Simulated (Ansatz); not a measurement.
Basis sets compared for In8P7F3. Charge 0, multiplicity 1. Geometry PBE-D4/def2-SVP. Ansatz on 2 threads of AMD EPYC 7R13 on a shared host and a share (18 GiB) of an NVIDIA H100 80GB HBM3; times are rough, and most runs start from earlier orbitals.

```xyz
18

P    -1.187    2.105   -0.698
P     0.773    1.162    2.200
P     2.254    0.889   -1.330
P     0.556    0.923    0.024
P    -0.424   -2.425   -2.438
P     2.727   -2.394    1.045
P    -1.848   -2.084    2.124
In    1.328    3.577   -2.035
In    0.085    3.949    1.649
In   -1.226   -0.005   -2.230
In    3.459    0.375    1.238
In    1.618   -1.680   -1.104
In   -2.063    0.420    1.346
In   -1.967   -2.758   -0.357
In    0.608   -1.545    2.035
F     1.659    4.127    0.108
F    -2.841   -0.690   -0.785
F    -3.512   -3.946   -0.794
```

In the def2 sets In takes a core potential; there is no spin–orbit coupling. Single mean-field runs in def2-TZVP are fitted with def2-universal-jkfit. The restricted singlet is unstable towards broken spin symmetry in Hartree–Fock (as tested in another run); at PBE-D4/def2-TZVP, PBE0-D4/def2-SVP, PBE0-D4/def2-TZVP this wasn't settled.

Binding counts from free atoms (P quartet, In doublet, F doublet) in the same basis, without a counterpoise term.

```tsv
level	functions	energy (Eh)	HOMO (eV)	LUMO (eV)	binding per atom (eV)	wall time
PBE-D4/def2-SVP	376	-4208.4035	-4.86	-4.13	2.98	6.5 s
PBE0-D4/def2-SVP	376	-4208.5381	-5.42	-3.76	2.82	13 s
```

(1) Estimate the rows for PBE-D4/def2-TZVP, PBE0-D4/def2-TZVP.

Answers

(1) 
| level | functions | energy (Eh) | HOMO (eV) | LUMO (eV) | binding per atom (eV) | wall time |
| --- | --- | --- | --- | --- | --- | --- |
| PBE-D4/def2-TZVP | 752 | -4209.6439 | -4.88 | -4.15 | 2.99 | 10 s |
| PBE0-D4/def2-TZVP | 752 | -4209.7619 | -5.42 | -3.75 | 2.84 | 13 s |
